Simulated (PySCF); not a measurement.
Working out the ionisation energy of Ag

Ag [Kr] 4d10 5s1 (2S) → Ag+ [Kr] 4d10 (1S). All numbers are calculated (PySCF 2.14, the spin-free X2C one-electron Hamiltonian (Gaussian nucleus), in x2c-QZVPPall (13s8p7d4f2g, 118 functions)). Frozen: [Ar] 3d10. Energies in hartree (1 hartree = 27.21139 eV):

```
             part    Ag (lower)   Ag+ (upper)
              UHF  -5312.877668  -5312.644113
MP2 opposite-spin     -0.485814     -0.459378
    MP2 same-spin     -0.239400     -0.219818
```

Problem. What does Hartree-Fock give?

Solution. (-5312.644113) − (-5312.877668) = 0.233555 hartree = 6.355 eV.

Problem. What do MP2 and SCS-MP2 (6/5 opposite-spin, 1/3 same-spin) give?

Solution. The opposite-spin parts differ by 0.719 eV and the same-spin parts by 0.533 eV. MP2: 6.355 + (0.719) + (0.533) = 7.607 eV. SCS-MP2: 6.355 + 1.2 × (0.719) + (0.533)/3 = 7.395 eV.

Measured between the centres of the two terms (NIST): 7.576 eV, so MP2 (valence and next inner shell) is off by 0.031 eV.

What remains against the reference includes basis incompleteness, the frozen core and correlation beyond second order.
